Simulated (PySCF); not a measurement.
**Basis-set dependence of excited states**

C3H9GaO.
SMILES: `CCC[O][GaH2]`

TDDFT with PBE0 (PySCF), vertical singlets, core orbitals frozen in the response, spherical d and f functions. The structure is a single PBE0-D3(BJ)/def2-SVP conformer in the gas phase; no vibrational or solvent corrections. The PBE0/6-31G* calculation is non-relativistic and has no spin–orbit coupling, an omission that weighs most on gallium.

| basis | functions | diffuse | S1 (eV) | S2 (eV) | S3 (eV) | S4 (eV) | S5 (eV) | LUMO (eV) | α (au) |
| --- | --- | --- | --- | --- | --- | --- | --- | --- | --- |
| 6-31G* | 106 | no | 5.15 | 5.53 | 6.21 | 6.96 | 7.18 | -1.16 | 61.1 |
| def2-SVP | 133 | no | 5.20 | 5.63 | 6.17 | 7.15 | 7.24 | -1.16 | 63.1 |
| def2-SVPD | 193 | yes | 5.25 | 5.60 | 6.12 | 6.94 | 7.16 | -1.26 | 72.0 |
| aug-cc-pVDZ | 209 | yes | 5.19 | 5.49 | 6.09 | 6.69 | 6.89 | -1.31 | 73.5 |
| def2-TZVP | 226 | no | 5.22 | 5.56 | 6.13 | 6.97 | 7.21 | -1.22 | 70.0 |
| def2-TZVPD | 286 | yes | 5.22 | 5.54 | 6.11 | 6.79 | 7.00 | -1.27 | 73.3 |

Compare the sets with the largest diffuse one.

States are compared by their number. Against the largest diffuse basis here (def2-TZVPD, itself not a converged limit), sets without diffuse functions differ by up to 0.07 eV in S1 and 0.24 eV in S5; the smaller diffuse sets differ by up to 0.03 and 0.15 eV. State by state, the largest deviation of a set without diffuse functions is S1 0.07, S2 0.10, S3 0.10, S4 0.36, S5 0.24 eV. The same number needn't mean the same state in each row. Against def2-TZVPD the polarisability deviates by -17% in 6-31G*, -14% in def2-SVP, -2% in def2-SVPD, 0% in aug-cc-pVDZ, -5% in def2-TZVP.
